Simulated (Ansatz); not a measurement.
C$_{3}$H$_{7}$O, charge -1, singlet, geometry from GFN2-xTB (a gas-phase anion, which may not be bound at this level); Ansatz (a program for electronic structure) with BHLYP/STO-3G.

Ansatz was given this input:
Ansatz 0.2 input:
```yaml
crystal:
  periodic: [false, false, false]
  atoms:
    - {symbol: O, position_ang: [0.01823501, 1.37628744, -0.15362689]}
    - {symbol: C, position_ang: [-0.09424939, 0.01751935, 0.32858163]}
    - {symbol: H, position_ang: [0.90144779, 1.68636386, 0.08302539]}
    - {symbol: H, position_ang: [0.02709496, 0.11753802, 1.47927146]}
    - {symbol: C, position_ang: [-1.34913492, -0.60397912, -0.20855998]}
    - {symbol: C, position_ang: [1.14128104, -0.77163573, -0.13274807]}
    - {symbol: H, position_ang: [1.12211756, -0.86007510, -1.21725121]}
    - {symbol: H, position_ang: [-2.21575065, -0.09949866, 0.29577540]}
    - {symbol: H, position_ang: [2.07674729, -0.27977663, 0.16927314]}
    - {symbol: H, position_ang: [-1.37045637, -1.65452658, 0.19827109]}
    - {symbol: H, position_ang: [1.12553881, -1.77175148, 0.29700833]}
basis:
  gaussian:
    orbitals: STO-3G
hamiltonian:
  xc: {name: BHLYP}
total_charge: -1
accuracy: high
```

Output, abridged:

```
Functional definition: BHLYP
560 factors; integrals over basis functions are off by at most 3.6e-9 eV
mean field evaluation 1: about -5192.7351 eV, gradient 2.7e1 eV
mean field evaluation 2: about -5194.2801 eV, gradient 1.7e1 eV
mean field evaluation 4: about -5195.0735 eV, gradient 3.6e-1 eV
mean field evaluation 8: about -5195.1638 eV, gradient 2.7e-3 eV
mean field evaluation 16: about -5195.1638 eV, gradient 5.0e-8 eV
mean field -5195.16383283 eV, -190.9187494479 hartree, gradient 4.9e-8 eV, S^2 0.000000; 0 other end points of the search recorded, 0 dependent functions left out
reference -5195.16385425 eV, -190.9187502353 hartree; 17, 17 occupied and 10, 10 virtual orbitals, 560 factors
Total energy: -5195.16385425 eV, -190.9187502353 hartree
```
